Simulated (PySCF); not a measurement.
PySCF input (HF/def2-TZVPD):

```python
from pyscf import gto, scf, dft

mol = gto.M(
    atom='''
    C    -1.31183297    0.06977156   -0.26422823
    C    -0.78293718   -1.22049009   -0.19980282
    C     0.57853985   -1.37473341   -0.00199234
    C     1.30399856   -0.05381982   -0.10481011
    S     0.00466937    1.20671953    0.27337774
    H    -2.30647965    0.31653229    0.09102080
    H    -1.44092867   -2.08246919   -0.30415000
    H     1.10950171   -2.29862096   -0.21041114
    H     2.13623777    0.07858728    0.59535225
    H     1.70034924    0.15408847   -1.12085492
    ''',
    basis='def2-tzvpd',
    charge=-1,
    spin=0,
    verbose=4,
)

mf = scf.RHF(mol).density_fit(auxbasis='def2-universal-jkfit')
mf.conv_tol = 1e-9
mf.max_cycle = 100
mf.max_memory = 1500
mf.kernel()
if not mf.converged:
    mf = mf.newton()
    mf.kernel(mf.make_rdm1())
mf.analyze()
```

End of the output:

```
Extra cycle  E= -551.892055078313  delta_E= -1.36e-11  |g|= 2.16e-06  |ddm|= 6.38e-05
converged SCF energy = -551.892055078313
**** SCF Summaries ****
Total Energy =                        -551.892055078312637
Nuclear Repulsion Energy =             206.245281992402482
One-electron Energy =                -1176.305390241429677
Two-electron Energy =                  418.168053170714472
Two-electron Coulomb Energy =          465.906689431467385
DFT Exchange-Correlation Energy =      -47.738636260752912
HOMO-LUMO gap [eV] =                     5.391531572711873
**** MO energy ****
MO #1   energy= -91.7497373340686  occ= 2
MO #2   energy= -11.0771139173769  occ= 2
MO #3   energy= -11.0498217990253  occ= 2
MO #4   energy= -11.0122382898645  occ= 2
MO #5   energy= -11.0007216031351  occ= 2
MO #6   energy= -8.75268070929618  occ= 2
MO #7   energy= -6.43426973336037  occ= 2
MO #8   energy= -6.43366756716793  occ= 2
MO #9   energy= -6.43296288455586  occ= 2
MO #10  energy= -0.924018444173626 occ= 2
MO #11  energy= -0.775382805217198 occ= 2
MO #12  energy= -0.746501060834373 occ= 2
MO #13  energy= -0.583854888635187 occ= 2
MO #14  energy= -0.523147799892687 occ= 2
MO #15  energy= -0.465527427842218 occ= 2
MO #16  energy= -0.409441054750744 occ= 2
MO #17  energy= -0.346062816237123 occ= 2
MO #18  energy= -0.32843519780838  occ= 2
MO #19  energy= -0.279370244535038 occ= 2
MO #20  energy= -0.245767047046736 occ= 2
MO #21  energy= -0.233980511084184 occ= 2
MO #22  energy= -0.152732905366495 occ= 2
MO #23  energy= -0.0272118108568797 occ= 2
MO #24  energy= 0.170923321574418  occ= 0
MO #25  energy= 0.182315446659598  occ= 0
MO #26  energy= 0.206986423222193  occ= 0
MO #27  energy= 0.212852918966096  occ= 0
MO #28  energy= 0.229139061192274  occ= 0
MO #29  energy= 0.235681798674475  occ= 0
MO #30  energy= 0.274139996010612  occ= 0
MO #31  energy= 0.292354846562447  occ= 0
MO #32  energy= 0.303115723969159  occ= 0
MO #33  energy= 0.323218785879897  occ= 0
MO #34  energy= 0.331724043373063  occ= 0
MO #35  energy= 0.344499296289223  occ= 0
MO #36  energy= 0.353720309911208  occ= 0
MO #37  energy= 0.358102324072851  occ= 0
MO #38  energy= 0.371606796991103  occ= 0
MO #39  energy= 0.375230499835515  occ= 0
MO #40  energy= 0.38610552805166   occ= 0
MO #41  energy= 0.404381047852764  occ= 0
MO #42  energy= 0.408868861125925  occ= 0
MO #43  energy= 0.419157980164769  occ= 0
MO #44  energy= 0.435481462378042  occ= 0
MO #45  energy= 0.450494920239606  occ= 0
MO #46  energy= 0.453534889734025  occ= 0
MO #47  energy= 0.461529619698716  occ= 0
MO #48  energy= 0.473668135499584  occ= 0
MO #49  energy= 0.481090314180795  occ= 0
MO #50  energy= 0.48541011057464   occ= 0
MO #51  energy= 0.496544336465263  occ= 0
MO #52  energy= 0.49860411068764   occ= 0
MO #53  energy= 0.503217155107556  occ= 0
MO #54  energy= 0.509114024813015  occ= 0
MO #55  energy= 0.528903848915621  occ= 0
MO #56  energy= 0.535907894741251  occ= 0
MO #57  energy= 0.540117057315462  occ= 0
MO #58  energy= 0.547636748851037  occ= 0
MO #59  energy= 0.558383184074715  occ= 0
MO #60  energy= 0.573650658424779  occ= 0
MO #61  energy= 0.575816173209543  occ= 0
MO #62  energy= 0.59418848793818   occ= 0
MO #63  energy= 0.597454012668526  occ= 0
MO #64  energy= 0.599847139302974  occ= 0
MO #65  energy= 0.618824098592192  occ= 0
MO #66  energy= 0.623288873384922  occ= 0
MO #67  energy= 0.629065978346872  occ= 0
MO #68  energy= 0.634300312618902  occ= 0
MO #69  energy= 0.651913962960441  occ= 0
MO #70  energy= 0.65975052438852   occ= 0
MO #71  energy= 0.674584748199802  occ= 0
MO #72  energy= 0.67692728409291   occ= 0
MO #73  energy= 0.694714057715965  occ= 0
MO #74  energy= 0.702919569403533  occ= 0
MO #75  energy= 0.710791269247226  occ= 0
MO #76  energy= 0.717835956177795  occ= 0
MO #77  energy= 0.727785852974302  occ= 0
MO #78  energy= 0.747899592462595  occ= 0
MO #79  energy= 0.754039631033594  occ= 0
MO #80  energy= 0.761311875215633  occ= 0
MO #81  energy= 0.777403636291385  occ= 0
MO #82  energy= 0.799303246252182  occ= 0
MO #83  energy= 0.80165628911707   occ= 0
MO #84  energy= 0.836011181071632  occ= 0
MO #85  energy= 0.844545572869349  occ= 0
MO #86  energy= 0.85979840012693   occ= 0
MO #87  energy= 0.863594632866533  occ= 0
MO #88  energy= 0.894010659830297  occ= 0
MO #89  energy= 0.919880907259984  occ= 0
MO #90  energy= 0.946629152428162  occ= 0
MO #91  energy= 0.948497264867152  occ= 0
MO #92  energy= 0.976659351020762  occ= 0
MO #93  energy= 0.981043763199188  occ= 0
MO #94  energy= 0.991755468944803  occ= 0
MO #95  energy= 0.995562409646621  occ= 0
MO #96  energy= 1.01765551706644   occ= 0
MO #97  energy= 1.0186339426782    occ= 0
MO #98  energy= 1.02128046981685   occ= 0
MO #99  energy= 1.0303273585817    occ= 0
MO #100 energy= 1.04177601478187   occ= 0
MO #101 energy= 1.04844510403597   occ= 0
MO #102 energy= 1.05729522169571   occ= 0
MO #103 energy= 1.07646817242012   occ= 0
MO #104 energy= 1.0953661842207    occ= 0
MO #105 energy= 1.10495045008789   occ= 0
MO #106 energy= 1.12430020636144   occ= 0
MO #107 energy= 1.14703841136154   occ= 0
[...]
```

It need not be the lowest isomer of its formula. Whether it binds its extra electron was not tested at this geometry.
